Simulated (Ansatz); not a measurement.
Reactions of CH6AlBO (`[BH2][AlH][O]C`).

Program: Ansatz. Geometries: PBE0-D4/def2-TZVP. ΔE: electronic, gas phase. CBS: MP2 limit from def2 TZ/QZ plus the TZ coupled-cluster correction, frozen cores. This one scheme is used for every species, atoms too. Functionals use def2-TZVPP. Open shells (•) are unrestricted, without spin–orbit coupling. Spin–orbit coupling would lower the free atoms: a little for Al, B, C, O. For Se outer-core shells are correlated without core-valence functions, so the limit isn't a true one: a few kJ/mol of doubt a bond, and 10 to 20 or more in all where bonds break to atoms. Scalar relativity is left out up to krypton. One conformer a species, not always the lowest.

```tsv
reaction	HF/CBS(def2) (kJ/mol)	ωB97M-V (kJ/mol)	r2SCAN-D4 (kJ/mol)	CCSD(T)/CBS(def2) (kJ/mol)
`[BH2][AlH][O]C` + H–F → `C[O][AlH][F]` + BH₃	-243	-224	-223	-220
`[BH2][AlH][O]C` → Al• + B• + C• + 6 H• + O•	2555	3389	3393	3379
`[BH2][AlH][O]C` + `CCCCCC(C)C` → `CCCCCC(C)(C)C` + `[BH2][AlH][OH]`	-38	-64	-61	-70
`[BH2][AlH][O]C` + H₂Se → `C[O][AlH][SeH]` + BH₃	-160	-154	-155	-156
`[BH2][AlH][O]C` + `COCC=O` → `[BH2][AlH][CH2]OC` + `COC=O`	148	94	72	103
`[BH2][AlH][O]C` → `B[CH2][AlH][OH]`	-152	-185	-188	-183
`[BH2][AlH][O]C` → `C[BH][AlH][OH]`	-88	-108	-111	-109
`[BH2][AlH][O]C` + `O[SiH3]` → `[BH2][AlH][O][SiH3]` + CH₃OH	-37	-27	-26	-29
`[BH2][AlH][O]C` + `C[Si](C)(F)S` → `C[O][AlH][SH]` + `B[Si](C)(C)F`	-58	-54	-58	-56
`[BH2][AlH][O]C` → `[CH2]` (triplet) + `[BH2][AlH][OH]`	239	378	354	371
```

Largest T1 diagnostic: 0.018, for Al•.
